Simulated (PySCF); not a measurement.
Vertical excitations of a molecule C2H9NOSi from TDA-PBE/def2-SVPD (PySCF 2.14.0), as energy in eV (oscillator strength): 5.84 (0.024), 6.15 (0.010), 6.45 (0.031), 6.78 (0.007), 6.83 (0.003), 6.85 (0.014), 6.96 (0.030), 7.22 (0.016), 7.28 (0.012), 7.32 (0.014). Lowest triplet (TDA): 5.62 eV. Coordinates come from a PBE0-D3(BJ)/def2-SVP optimisation. One conformer was computed; it need not be the lowest.

Q: Which molecule gave these data?
A. CC[Si@@H](N)O
B. CO[Si@H](C)N
C. CNC[SiH2]O
D. COC[SiH2]N

A: B, CO[Si@H](C)N
